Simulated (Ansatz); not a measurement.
Stepwise reaction of `[CH3][In]([CH3])[NH2]` with ammonia, as a gas-phase model of exchange steps in deposition or etching. ΔE in kJ/mol; ΔG adds harmonic PBE0-D4 terms to CCSD(T)/CBS, at 1 bar.

Gas-phase electronic energies from Ansatz, PBE0-D4/def2-TZVP geometries. CCSD(T)/CBS is the MP2 limit (def2-TZVPP, def2-QZVPP) plus CCSD(T) − MP2 in def2-TZVPP, frozen cores. This one scheme is used for every species. DFT in def2-TZVPP. B3LYP here is the variant with VWN-RPA as its local correlation; programs differ in this. Elements past krypton have def2 core potentials. For In outer-core shells are correlated without core-valence functions, which leaves a few kJ/mol of doubt a bond. One conformer a species, not always the lowest.

```tsv
step	reaction	PBE-D4	B3LYP-D4	ωB97M-V	CCSD(T)/CBS	ΔG(500 K)
1	`[CH3][In]([CH3])[NH2]` + NH₃ → `[CH3][In]([NH2])[NH2]` + CH₄	-29.5	-33.2	-30.2	-33.5	-21.4
2	`[CH3][In]([NH2])[NH2]` + NH₃ → `[NH2][In]([NH2])[NH2]` + CH₄	-20.8	-24.0	-21.3	-24.1	-13.1
```

By hand: ΔE of the 2 steps together at CCSD(T)/CBS.

(-33.5) + (-24.1) = -57.6 kJ/mol, or -28.8 kJ/mol a step.

In ΔE each step is higher than the one before. All are downhill at CCSD(T)/CBS. ΔG lies between -21.4 and -13.1 kJ/mol a step. PBE-D4 differs from CCSD(T)/CBS by 3.3 to 4.0 kJ/mol a step. Isolated molecules leave out the surface, adducts and barriers. Largest T1 diagnostic: 0.014.
